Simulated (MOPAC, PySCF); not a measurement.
C3H9Al, SMILES `[CH3][Al]([CH3])[CH3]`, neutral singlet in the gas phase. 

Z-matrix (Å, degrees):
```
Al
C 1 1.9582
H 2 1.0937 1 112.71
H 2 1.0937 3 108.26 1 125.29
H 2 1.0974 3 106.53 4 114.17
C 1 1.9583 2 119.73 3 151.70
H 6 1.0934 1 112.92 2 153.94
H 6 1.0940 7 108.22 1 125.03
H 6 1.0972 7 106.66 8 114.11
C 1 1.9584 2 120.25 3 -27.31
H 10 1.0934 1 112.82 2 -21.53
H 10 1.0940 11 108.21 1 125.05
H 10 1.0972 11 106.74 12 114.06
```
Charge 0, multiplicity 1.

All levels are single points at this geometry (PBE0-D3(BJ)/def2-TZVP); Pople sets use spherical d functions. Orbital energies aren't observables, and empty levels follow the basis.

```
level                           HOMO (eV)  LUMO (eV)  gap (eV)  dipole (D)  vertical IE, Delta-SCF (eV)
------------------------------  ---------  ---------  --------  ----------  ---------------------------
PBE0-D3(BJ)/def2-TZVP in PySCF      -7.53      -0.35      7.18        0.00                         9.53
B3LYP/LANL2DZ in PySCF              -7.17      -0.40      6.77        0.04                            –
HF/3-21G in PySCF                  -10.47       2.50     12.97        0.02                            –
HF/6-31G* in PySCF                 -10.51       2.40     12.91        0.00                         9.02
PM3 in MOPAC                       -10.15      -1.47      8.68        0.05                            –
PM6 in MOPAC                       -10.38       2.19     12.57        0.06                            –
```
